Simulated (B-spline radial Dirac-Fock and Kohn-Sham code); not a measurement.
## Os⁺ in Watson spheres of different radius

The computed values come from a radial atomic solver: Dirac-Fock energy differences between relaxed states, corrected for Breit and QED terms. The ion, [Xe] 4f14 5d6 6s1, sits in a hollow sphere of charge Q = -1, a simple model of the Madelung potential. Inside the sphere an electron's potential energy is raised by the constant 14.40·|Q|/R eV, so binding energies fall by about that much as long as the orbitals stay inside.

```csv
radius (Å),14.40 |Q|/R (eV),1s (eV),2s (eV),2p1/2 (eV),2p3/2 (eV),3s (eV),3p1/2 (eV),3p3/2 (eV),3d3/2 (eV),3d5/2 (eV),4s (eV),4p1/2 (eV),4p3/2 (eV),4d3/2 (eV),4d5/2 (eV),4f5/2 (eV),4f7/2 (eV),5p1/2 (eV),5p3/2 (eV),5d (eV),6s (eV)
1.6,9.00,73878.6,12985.9,12397.5,10883.5,3068.8,2808.2,2474.1,2043.4,1972.4,674.5,564.8,486.2,306.1,291.6,61.97,59.29,67.80,55.62,9.61,7.19
2.4,6.00,73880.9,12988.3,12399.8,10885.9,3071.1,2810.5,2476.5,2045.7,1974.8,676.9,567.2,488.5,308.5,293.9,64.33,61.65,70.20,58.03,12.03,9.23
```

From the smallest to the largest radius 1s moves by +2.3 eV, while the constant potential alone would give +3.0 eV; the difference comes from charge outside the sphere and its screening.
